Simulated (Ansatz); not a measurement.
`C[SiH](S)CF` and `C[SiH](S)CCl` differ in one atom or group.

Ansatz, PBE0-D4/def2-TZVP geometries, multiplicity 1. Each molecule was computed in one conformer, which needn't be the lowest.

```json
{"property": "LUMO energy (B3LYP/def2-TZVPP) / eV", "`C[SiH](S)CF`": "0.01"}
{"property": "HOMO energy (PBE0/def2-TZVPP) / eV", "`C[SiH](S)CF`": "-7.46"}
{"property": "HOMO–LUMO gap (B3LYP/def2-TZVPP) / eV", "`C[SiH](S)CF`": "7.24"}
{"property": "HOMO–LUMO gap (PBE/def2-TZVPP) / eV", "`C[SiH](S)CF`": "5.63"}
{"property": "LUMO energy (PBE0/def2-TZVPP) / eV", "`C[SiH](S)CF`": "0.31"}
{"property": "HOMO energy (PBE/def2-TZVPP) / eV", "`C[SiH](S)CF`": "-6.20"}
```

Task: Give the same properties after the change, and the shifts. (Best estimate.)

Result: The calculation gave: 
```tsv
property	`C[SiH](S)CCl`	shift
LUMO energy (B3LYP/def2-TZVPP) / eV	-0.12	-0.13
HOMO energy (PBE0/def2-TZVPP) / eV	-7.37	0.09
HOMO–LUMO gap (B3LYP/def2-TZVPP) / eV	7.01	-0.23
HOMO–LUMO gap (PBE/def2-TZVPP) / eV	5.28	-0.35
LUMO energy (PBE0/def2-TZVPP) / eV	0.14	-0.17
HOMO energy (PBE/def2-TZVPP) / eV	-6.13	0.07
```

With PBE0 the HOMO rises by 0.09 eV and the LUMO falls by 0.17 eV, so the gap narrows by about 0.26 eV. PBE moves the HOMO by 0.07 eV and ωB97M-V by 0.09 eV.

B3LYP here is the variant with VWN-RPA as its local correlation; programs differ in this.
